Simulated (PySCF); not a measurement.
Cl$_{4}$Se, charge +1, doublet, geometry from GFN2-xTB (a state made from the parent by changing its charge; the spin is typed, not shown lowest); DF-R2SCAN/aug-cc-pVDZ (PySCF).

Here is a job for PySCF.
```python
from pyscf import gto, scf, dft
import numpy

mol = gto.Mole()
mol.atom = '''
    Se   -0.00159498    0.00389970    0.25122790
    Cl    1.04149230   -1.30759797   -1.02550286
    Cl    1.74308011    1.41318051    0.79024394
    Cl   -1.02813305    1.27493491   -1.07872989
    Cl   -1.75324939   -1.38831685    0.81153300
'''
mol.basis = 'aug-cc-pvdz'
mol.charge = 1
mol.spin = 1
mol.verbose = 4
mol.build()
print('smallest overlap eigenvalue', numpy.linalg.eigvalsh(mol.intor('int1e_ovlp'))[0])

mf = dft.UKS(mol)
mf.xc = 'r2scan'
mf = mf.density_fit(auxbasis='def2-universal-jkfit')
mf = scf.addons.remove_linear_dep_(mf, threshold=1e-8, lindep=1e-8)
mf.kernel()
```

Problem. Predict the main parts of the log of this PySCF run.

Solution. 
```
PySCF version 2.14.0

[INPUT] verbose = 4
[INPUT] num. atoms = 5
[INPUT] num. electrons = 101
[INPUT] charge = 1
[INPUT] spin (= nelec alpha-beta = 2S) = 1
[INPUT] symmetry False subgroup None
[INPUT] Mole.unit = angstrom
[INPUT] Symbol           X                Y                Z      unit          X                Y                Z       unit  Magmom
[INPUT]  1 Se    -0.001594980000   0.003899700000   0.251227900000 AA   -0.003014075374   0.007369364968   0.474751925850 Bohr   0.0
[INPUT]  2 Cl     1.041492300000  -1.307597970000  -1.025502860000 AA    1.968135207843  -2.471002044337  -1.937919545358 Bohr   0.0
[INPUT]  3 Cl     1.743080110000   1.413180510000   0.790243940000 AA    3.293944021077   2.670524128473   1.493344618197 Bohr   0.0
[INPUT]  4 Cl    -1.028133050000   1.274934910000  -1.078729890000 AA   -1.942889884114   2.409277806547  -2.038504054482 Bohr   0.0
[INPUT]  5 Cl    -1.753249390000  -1.388316850000   0.811533000000 AA   -3.313161175161  -2.623538620619   1.533575111047 Bohr   0.0

nuclear repulsion = 818.775687623473
number of shells = 41
number of NR pGTOs = 286
number of NR cGTOs = 144
basis = aug-cc-pvdz
ecp = {}
input.py:22: DeprecationWarning: remove_linear_dep_ is deprecated and will be removed in a future release. Linear dependency handling is now built into the SCF procedure by default. Linear dependency removal can be controlled using the following settings:
  pyscf.scf.hf.remove_overlap_zero_eigenvalue = True
  pyscf.scf.hf.overlap_zero_eigenvalue_threshold = 1e-6

  mf = scf.addons.remove_linear_dep_(mf, threshold=1e-8, lindep=1e-8)
smallest overlap eigenvalue 0.0009557847719050543

******** <class 'pyscf.df.df_jk.DFUKS'> ********
method = DFUKS
initial guess = minao
damping factor = 0
level_shift factor = 0
DIIS = <class 'pyscf.scf.diis.CDIIS'>
diis_start_cycle = 1
diis_space = 8
diis_damp = 0
SCF conv_tol = 1e-09
SCF conv_tol_grad = None
SCF max_cycles = 50
direct_scf = False
number electrons alpha = 51  beta = 50
XC library pyscf.dft.libxc version 7.1.2
    S. Lehtola, C. Steigemann, M. J. T. Oliveira, and M. A. L. Marques,  SoftwareX 7, 1–5 (2018)
XC functionals = r2scan
    J. W. Furness, A. D. Kaplan, J. Ning, J. P. Perdew, and J. Sun,  J. Phys. Chem. Lett. 11, 8208–8215 (2020)
    J. W. Furness, A. D. Kaplan, J. Ning, J. P. Perdew, and J. Sun,  J. Phys. Chem. Lett. 11, 9248–9248 (2020)
    J. W. Furness, A. D. Kaplan, J. Ning, J. P. Perdew, and J. Sun,  J. Phys. Chem. Lett. 11, 8208–8215 (2020)
    J. W. Furness, A. D. Kaplan, J. Ning, J. P. Perdew, and J. Sun,  J. Phys. Chem. Lett. 11, 9248–9248 (2020)
radial grids:
    Treutler-Ahlrichs [JCP 102, 346 (1995); DOI:10.1063/1.469408] (M4) radial grids

becke partition: Becke, JCP 88, 2547 (1988); DOI:10.1063/1.454033
pruning grids: <function nwchem_prune>
grids dens level: 3
symmetrized grids: False
atomic radii adjust function: <function treutler_atomic_radii_adjust>
small_rho_cutoff = 0
Set gradient conv threshold to 3.16228e-05
tot grids = 95944
init E= -4241.95589612679

cycle= 1 E= -4241.67407316631  delta_E= 0.282  |g|= 0.517  |ddm|= 1.75
cycle= 2 E= -4240.59657223965  delta_E= 1.08  |g|= 1.45  |ddm|= 1.93
cycle= 3 E= -4241.82722148945  delta_E= -1.23  |g|= 0.176  |ddm|= 1.53
cycle= 4 E= -4241.83426591816  delta_E= -0.00704  |g|= 0.139  |ddm|= 0.417
cycle= 5 E= -4241.84891712935  delta_E= -0.0147  |g|= 0.0148  |ddm|= 0.191
cycle= 6 E= -4241.84905666568  delta_E= -0.00014  |g|= 0.00442  |ddm|= 0.0175
cycle= 7 E= -4241.84907319444  delta_E= -1.65e-05  |g|= 0.00185  |ddm|= 0.00873
cycle= 8 E= -4241.84907561236  delta_E= -2.42e-06  |g|= 0.000536  |ddm|= 0.00277
cycle= 9 E= -4241.84907579647  delta_E= -1.84e-07  |g|= 0.000364  |ddm|= 0.00129
cycle= 10 E= -4241.8490758279  delta_E= -3.14e-08  |g|= 0.000311  |ddm|= 0.000948
cycle= 11 E= -4241.84907590988  delta_E= -8.2e-08  |g|= 4.56e-05  |ddm|= 0.000498
cycle= 12 E= -4241.84907591209  delta_E= -2.21e-09  |g|= 1.66e-05  |ddm|= 0.000121
cycle= 13 E= -4241.84907591237  delta_E= -2.76e-10  |g|= 3.29e-06  |ddm|= 5.35e-05
Extra cycle  E= -4241.84907591235  delta_E= 2e-11  |g|= 6.55e-06  |ddm|= 1.15e-05
converged SCF energy = -4241.84907591235  <S^2> = 0.76083089  2S+1 = 2.0108017
```
